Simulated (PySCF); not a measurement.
O²⁺: ionisation energy

O²⁺ [He] 2s2 2p2 (3P) → O³⁺ [He] 2s2 2p1 (2P), as a difference of total energies. All numbers are calculated (PySCF 2.14, the spin-free X2C one-electron Hamiltonian (Gaussian nucleus), in jorge-DZP-DKH (4s2p1d, 15 functions)). Correlated levels: valence: 1s2 frozen. The calculations carry no spin-orbit coupling.

```json
{"method": "UHF", "ionisation energy (eV)": "54.847"}
{"method": "TPSS", "ionisation energy (eV)": "55.416"}
{"method": "r2SCAN", "ionisation energy (eV)": "55.834"}
{"method": "MP2 (valence)", "ionisation energy (eV)": "54.959"}
{"method": "SCS-MP2 (valence)", "ionisation energy (eV)": "54.868"}
{"method": "CCSD (valence)", "ionisation energy (eV)": "54.715"}
{"method": "CCSD(T) (valence)", "ionisation energy (eV)": "54.717"}
```

Task: How much does correlation contribute at CCSD(T) (valence)?

Result: 54.717 − (54.847) = -0.130 eV, measured against UHF.

Errors of the correlated levels include the incompleteness of this basis and the frozen core.

For comparison: 54.936 eV (semi-empirical (NIST evaluation); NIST Atomic Spectra Database, ionization energies).
